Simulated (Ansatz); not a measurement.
Ansatz results at the PBE0-D4/def2-TZVP geometry: HOMO energy (PBE0/def2-TZVPP) -6.73 eV; HOMO–LUMO gap (B3LYP/def2-TZVPP) 4.81 eV; HOMO–LUMO gap (PBE/def2-TZVPP) 3.36 eV.

Problem. Which molecule gave them?
A. `C[SiH2][Se]C#N`
B. `[CH3][Al]1[CH2]O[SiH2]1`
C. `CC=C1CC1`
D. `[CH3][Al]([OH])[Se][GaH2]`

Solution. B. The others give `C[SiH2][Se]C#N`: -7.55, 6.43, 4.85; `CC=C1CC1`: -6.95, 6.93, 5.26; `[CH3][Al]([OH])[Se][GaH2]`: -6.62, 5.51, 4.18.

B3LYP here is the variant with VWN-RPA as its local correlation; programs differ in this.
